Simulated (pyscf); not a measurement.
# HO–Ti(OH)(OH)–OH, singlet

Gas-phase minimum from PySCF at ωB97X-D3(BJ)/def2-SVP, one conformer. 

SMILES: [OH][Ti]([OH])([OH])[OH]
```xyz
9

O     -0.4519    -0.1833     0.8935
Ti    -0.0679     0.5987    -0.6677
O      1.3541     1.6656    -0.4796
O     -1.4829     1.5587    -1.1895
O      0.3100    -0.6449    -1.8947
H      0.0783    -0.2362     1.6947
H      1.3926     2.6262    -0.4381
H     -1.9041     1.6026    -2.0536
H      0.1559    -1.5944    -1.8707
```
Charge 0, spin multiplicity 1.

Bonded distances (Å): O1–Ti2 1.788, O1–H6 0.962, Ti2–O3 1.788, Ti2–O4 1.788, Ti2–O5 1.787, O3–H7 0.962, O4–H8 0.962, O5–H9 0.962. Angles (°): Ti2–O1–H6 129.3, O1–Ti2–O3 109.9, O1–Ti2–O4 108.6, O1–Ti2–O5 109.9, O3–Ti2–O4 109.9, O3–Ti2–O5 108.6, O4–Ti2–O5 109.9, Ti2–O3–H7 129.2, Ti2–O4–H8 129.3, Ti2–O5–H9 129.5.

Properties at ωB97X-D3(BJ)/def2-SVP:

* **Harmonic wavenumbers, unscaled**: 160, 175, 176, 184, 230, 234, 263, 263, 314, 463, 464, 477, 483, 748, 795, 816, 817, 3944, 3945, 3945, 3953 cm⁻¹
* **Zero-point energy**: 32.7 kcal/mol
* **Rotational symmetry number**: 2
* **Entropy of this conformer at 298 K and 1 atm, rigid rotor and harmonic oscillator, modes under 100 cm⁻¹ raised to 100**: 364.5 J/(mol K)
* **Dipole moment**: 0.01 D

Single-point totals, which compare only within one level:

```
level                   total energy (hartree)
----------------------  ----------------------
ωB97X-D3(BJ)/def2-TZVP             -1153.14692
PBE/def2-TZVP                      -1152.61236
r²SCAN/def2-TZVP                   -1152.97079
B3LYP-D3(BJ)/def2-TZVP             -1153.16391
PBE0-D3(BJ)/def2-TZVP              -1152.60910
M06-2X/def2-TZVP                   -1152.96145
ωB97M-D3(BJ)/def2-TZVP             -1153.21658
```

Soft torsions are taken as harmonic, which can shift the entropy by several J/(mol K).
